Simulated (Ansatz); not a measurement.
Consider the formal exchange of groups at the Si–O bond: `O[SiH](O)[SiH](O)F` + CH₄ → `C[Si@H](O)[Si@H](O)F` + H₂O.

Program: Ansatz. Geometries: PBE0-D4/def2-TZVP. ΔE: electronic, gas phase. CCSD(T)/CBS is the MP2 limit (def2-TZVPP, def2-QZVPP) plus CCSD(T) − MP2 in def2-TZVPP, frozen cores. This one scheme is used for every species. One conformer a species, not always the lowest.

`O[SiH](O)[SiH](O)F`:

Cartesian coordinates in Å:
```
O 1.342 -1.537 -0.907
Si 0.955 -0.346 0.160
O 1.207 1.175 -0.446
Si -1.348 -0.158 0.611
O -1.918 1.023 -0.370
F -1.535 0.236 2.153
H 0.817 -1.619 -1.705
H 1.856 -0.609 1.309
H 2.108 1.468 -0.595
H -2.200 -1.347 0.378
H -1.284 1.713 -0.587
```

CH₄:

Cartesian coordinates in Å:
```
C 0.000 0.000 0.000
H -0.370 -1.021 0.091
H 0.372 0.163 -1.011
H 0.808 0.158 0.714
H -0.810 0.699 0.207
```

`C[Si@H](O)[Si@H](O)F`:

Z-matrix (Å, degrees):
```
C
Si 1 1.859
H 1 1.093 2 110.6
H 1 1.093 2 110.1 3 119.4
H 1 1.092 2 111.0 3 -120.4
O 2 1.654 1 108.6 3 -176.2
Si 2 2.353 1 114.0 3 66.1
H 2 1.494 1 109.4 3 -55.0
H 6 0.960 2 115.6 1 -149.2
O 7 1.647 2 102.0 1 141.9
F 7 1.607 2 111.7 1 24.9
H 7 1.490 2 118.8 1 -96.8
H 10 0.959 7 119.4 2 172.0
```

H₂O:

Cartesian coordinates in Å:
```
O 0.126 -0.229 0.289
H -0.369 0.590 0.366
H 0.243 -0.361 -0.654
```

```csv
species,SCS-MP2/def2-TZVPP energy (Eh)
`O[SiH](O)[SiH](O)F`,-906.39337
CH₄,-40.42031
`C[Si@H](O)[Si@H](O)F`,-870.44960
H₂O,-76.32077
```

(1) Work out ΔE.

(2) What do rigid-rotor, harmonic-oscillator terms from PBE0-D4/def2-TZVP frequencies (298.15 K, 1 bar) make of the CCSD(T)/CBS value? (An estimate is asked.)

Largest T1 diagnostic among the species: 0.013.

## Answers

(1) ΔE = (-870.44960) + (-76.32077) − (-906.39337) − (-40.42031) = 0.04331 Eh = +113.7 kJ/mol. CCSD(T)/CBS gives +107.0 kJ/mol.

(2) Ansatz gave: ΔZPE = -3.9 kJ/mol, ΔH = +104.9 kJ/mol, ΔS = 19 J/(mol·K), ΔG = +99.3 kJ/mol. Modes under 50 cm⁻¹ make the entropy rough.

In def2-TZVPP, CCSD(T) changes the Hartree–Fock value by −13.7 kJ/mol (the triples alone add −1.0 kJ/mol) and MP2 by −12.4 kJ/mol. Leaving LDA and LC-ωPBE aside and taking each functional with its dispersion term where it has one, the values, not all of them listed here, spread over 15.6 kJ/mol, from revPBE-D4 to CAM-B3LYP-D4.
